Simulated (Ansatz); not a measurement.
CH5SSb (`C[S][SbH2]`). The species carries charge 0 and has multiplicity 1. Sb: def2 effective core potential. Geometry: relaxed with PBE0-D4/def2-TZVP.

```xyz
8

C     1.187   -0.915   -0.035
S     0.604    0.731    0.458
Sb   -1.702    0.573   -0.250
H     1.104   -1.067   -1.111
H     0.657   -1.706    0.495
H     2.241   -0.957    0.242
H    -2.351    1.226    1.191
H    -1.739    2.115   -0.990
```

Problem. What is the dipole moment at r2SCAN/def2-TZVPP? (Best estimate.)

Solution. Computed: 1.71 D, with components (-0.44, -1.49, -0.72) D in this frame, pointing from negative to positive charge.

Problem. And with PBE, B3LYP, ωB97M-V? (Estimate.)

Solution. Computed: PBE 1.67 D, B3LYP 1.75 D, ωB97M-V 1.70 D.

Problem. Give the Mulliken charges with r2SCAN, B3LYP, PBE in def2-TZVPP. (Estimate.)

Solution. Ansatz gave: 
| atom | r2SCAN | B3LYP | PBE |
| --- | --- | --- | --- |
| C1 | -0.14 | -0.28 | -0.27 |
| S2 | -0.31 | -0.30 | -0.29 |
| Sb3 | 0.39 | 0.40 | 0.34 |
| H4 | 0.08 | 0.12 | 0.12 |
| H5 | 0.08 | 0.12 | 0.12 |
| H6 | 0.08 | 0.12 | 0.12 |
| H7 | -0.09 | -0.10 | -0.08 |
| H8 | -0.09 | -0.10 | -0.08 |

B3LYP here is the variant with VWN-RPA as its local correlation; programs differ in this.
